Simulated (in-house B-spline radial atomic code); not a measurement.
Settings and results of a run for Ho³⁺ (an excited or competing configuration). Computed with an all-electron radial atomic-structure program (B-spline basis): scalar-relativistic (X2C) LC-wPBE, spin-polarised, spherical fractional occupations, exact exchange averaged over the configuration, Fermi nucleus of rms radius 5.2022 fm.

Command:
```bash
python run_scf.py task.json out
```
Settings (nuclear radius in fm, mass in u):
```
Z                67
configuration    [Kr] 4d10 4f11 5s2 5p5
hamiltonian      x2c
method           lc_wpbe
spin_polarised   True
nucleus          fermi
rms_radius       5.2022
atomic_mass      164.93033
speed_of_light   137.035999084
exact_exchange   averaged over the configuration
```

Output (hartree, bohr):
```
 radial grid: 72 intervals, B-splines of order 8, outer radius 39.1892 bohr

 iter        energy (Eh)    residual
    1      -12559.045348    8.13e-01
    2      -12568.868802    1.64e+00
    3      -12611.893722    2.91e-01
    4      -12613.152971    1.15e-01
    5      -12613.350494    6.36e-02
    6      -12613.375578    2.43e-02
    7      -12613.395911    6.07e-03
    8      -12613.396594    7.61e-04
    9      -12613.396610    6.54e-05
   10      -12613.396610    4.27e-06
   11      -12613.396610    6.73e-07
   12      -12613.396610    4.96e-08

 total energy                    -12613.39661
 kinetic                           13885.2492
 electron-nucleus                 -31103.3840
 Hartree                            4877.6092
 exact exchange                      -13.4776
 exchange-correlation               -259.3934

 orbital      occ     eigenvalue          <r>       <r^2>       <1/r>       r_max
 1s up      1.000     -2034.9838    0.0199952 0.000555473      82.115     0.01223
 1s down    1.000     -2034.9812    0.0199952 0.000555472     82.1151     0.01223
 2s up      1.000      -341.4070    0.0873809  0.00908273      19.019     0.07447
 2s down    1.000      -341.4050    0.0873801  0.00908253     19.0191     0.07447
 2p up      3.000      -303.2558     0.077594  0.00736751     16.5525     0.06011
 2p down    3.000      -303.2530    0.0775935  0.00736737     16.5526     0.06011
 3s up      1.000       -77.2504     0.229435   0.0602995     6.83953      0.2114
 3s down    1.000       -77.2042     0.229349   0.0602535     6.84272      0.2114
 3p up      3.000       -65.5333     0.228298   0.0605155     6.16642      0.2076
 3p down    3.000       -65.4870     0.228194   0.0604598     6.16944      0.2075
 3d up      5.000       -50.3414     0.207884   0.0507528     5.78473      0.1696
 3d down    5.000       -50.3056     0.207761   0.0506874      5.7875      0.1695
 4s up      1.000       -16.3072     0.519224    0.304597     2.82733      0.4845
 4s down    1.000       -16.2069     0.519258    0.304612     2.82625      0.4845
 4p up      3.000       -12.4383     0.549999    0.344429     2.53513      0.5056
 4p down    3.000       -12.3390     0.550099    0.344545     2.53393      0.5056
 4d up      5.000        -7.1333     0.597906    0.415438     2.21968      0.5239
 4d down    5.000        -7.0299     0.597754    0.415155     2.21945      0.5238
 4f up      7.000        -1.3881     0.809934    0.860328     1.62966      0.5245
 4f down    4.000        -1.2906     0.822285    0.895886      1.6172      0.5253
 5s up      1.000        -3.1394      1.26731     1.80541     1.05727       1.135
 5s down    1.000        -3.0402      1.27272     1.82193     1.05237       1.137
 5p up      3.000        -2.1747      1.46272     2.41834    0.892165       1.284
 5p down    2.000        -2.1034      1.47843     2.47372    0.882132       1.292
```

Run time, properties included: 4.3 s on 1 thread of Arm Neoverse N1, on a shared host.

One-electron X2C: radii and densities carry no picture-change correction, so inner-shell <1/r> comes out high (for 1s by about 2 % at Z = 33, 5 % at 54, 10 % at 75, 30 % at 118) and <r> low.
